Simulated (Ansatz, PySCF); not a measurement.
The pair A = FGeH3O (SMILES [OH][GeH2][F]) (first 6 atoms), B = NH3 (SMILES N); geometry from B3LYP-D3(BJ)/def2-TZVP.
(charge 0, multiplicity 1):
```xyz
10

O     -1.43535     0.34290     0.81499
Ge     0.22156    -0.32738     0.64328
F      0.08598    -0.82233    -1.06961
H     -1.88855     0.24213    -0.03012
H      0.46127    -1.67957     1.31938
H      1.34649     0.70734     0.55930
N      0.11221     0.46941     3.01089
H      0.14534    -0.24277     3.73133
H      0.74133     1.21857     3.27592
H     -0.83225     0.83910     2.96581
```

Frozen-core correlation. Filled d and f shells under p-block atoms count as core. CBS(a, b) extrapolates the correlation energy as X⁻³ and adds the Hartree–Fock energy of set b. MP2 and its Hartree–Fock in aug-cc-pVTZ are density fitted.

Run with Ansatz (a first-principles code) with Gaussian orbitals; PySCF for the dispersion terms. Values without a source in brackets are computed.

The monomers are drawn apart, rigid, along the line of their centres of mass. Counterpoise-corrected interaction energies (kcal/mol):

| level | R = 3.815 Å | R = 4.816 Å |
|---|---|---|
| PBE/def2-TZVPPD | -5.2113 | -1.8301 |
| PBE-D3(BJ)/def2-TZVPPD | -5.9815 | -2.1004 |
| wB97M-V/def2-TZVPPD | -6.0094 | -2.0951 |
| MP2/CBS(aug-cc-pVDZ, aug-cc-pVTZ) + ΔCCSD(T)/aug-cc-pVDZ | -6.0073 | -2.1235 |

R is the distance of the centres of mass. Find the local exponent m of E ∝ R⁻ᵐ between the two points.


m = ln(E₁/E₂)/ln(R₂/R₁): PBE/def2-TZVPPD 4.5; PBE-D3(BJ)/def2-TZVPPD 4.5; wB97M-V/def2-TZVPPD 4.5; MP2/CBS(aug-cc-pVDZ, aug-cc-pVTZ) + ΔCCSD(T)/aug-cc-pVDZ 4.5. For scale, two fixed dipoles give m = 3, dipole and quadrupole 4, quadrupoles 5, and dispersion or dipole-induced dipole 6 at long range; at these distances several terms mix, and what is left of overlap and damping shifts m, so it need not match one of them.
